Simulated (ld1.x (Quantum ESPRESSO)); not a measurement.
Reading a pseudo-wave (helium)

Columns: radius, all-electron u(r) and pseudo u(r) of the 1s shell (level -15.76 eV) of helium in the configuration 1s2; PBE, non-relativistic, RRKJ scheme, ld1.x (Quantum ESPRESSO) 7.5.

| r (bohr) | all-electron | pseudo |
| --- | --- | --- |
| 0.030 | 0.1359 | 0.0052 |
| 0.060 | 0.2559 | 0.0266 |
| 0.090 | 0.3614 | 0.0764 |
| 0.120 | 0.4539 | 0.1601 |
| 0.150 | 0.5347 | 0.2751 |
| 0.180 | 0.6048 | 0.4118 |
| 0.210 | 0.6654 | 0.5555 |
| 0.240 | 0.7175 | 0.6907 |
| 0.270 | 0.7618 | 0.8039 |
| 0.300 | 0.7993 | 0.8869 |
| 0.330 | 0.8305 | 0.9376 |
| 0.360 | 0.8562 | 0.9600 |
| 0.390 | 0.8770 | 0.9620 |
| 0.420 | 0.8933 | 0.9528 |
| 0.450 | 0.9057 | 0.9408 |
| 0.480 | 0.9145 | 0.9313 |
| 0.510 | 0.9202 | 0.9261 |
| 0.540 | 0.9231 | 0.9243 |
| 0.570 | 0.9235 | 0.9236 |
| 0.600 | 0.9217 | 0.9217 |
| 0.630 | 0.9180 | 0.9180 |
| 0.660 | 0.9125 | 0.9125 |
| 0.690 | 0.9056 | 0.9056 |
| 0.720 | 0.8973 | 0.8973 |
| 0.750 | 0.8878 | 0.8878 |
| 0.780 | 0.8773 | 0.8773 |

**Question.** How many radial nodes do the two functions have?

**Answer.** The all-electron 1s function has n − l − 1 = 0; the pseudo-wave has 0.

**Question.** At about which radius was the pseudo-wave matched?

**Answer.** 0.60 bohr, where the columns begin to agree (steps of 0.03 bohr).

**Question.** Is the pseudo-wave norm-conserving?

**Answer.** Yes: the RRKJ scheme keeps the norm inside the radius equal to the all-electron one, which fixes the energy derivative of the logarithmic derivative at the level.
